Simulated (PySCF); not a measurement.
**Electron correlation in B (boron, neutral)**

[He] 2s1 2p1 3d1, one real determinant (an excited configuration). Calculation: PySCF 2.14, in x2c-TZVPPall with one added diffuse shell each of s, p, d type (6s4p3d1f, 40 functions); scalar relativity by spin-free X2C-1e. Frozen: 1s2; 3 electrons correlated.

| level | correlation energy (mhartree) |
| --- | --- |
| CCSD | -8.85 |
| (T) | -0.17 |
| CCSD(T) | -9.02 |

Diagnostics: T1 = 0.0062, D1 = 0.0134, largest double amplitude 0.072.

The real determinant used has ⟨L²⟩ near 8 against 12 for a pure F term, so it mixes terms. The outer electron is Rydberg-like, and this basis confines it to a smaller radius and binds it less than a complete one would.

Cost of the coupled-cluster step: about 1.5 core-seconds, for 3 correlated electrons.

The reference is one real determinant that mixes LS terms of this configuration.
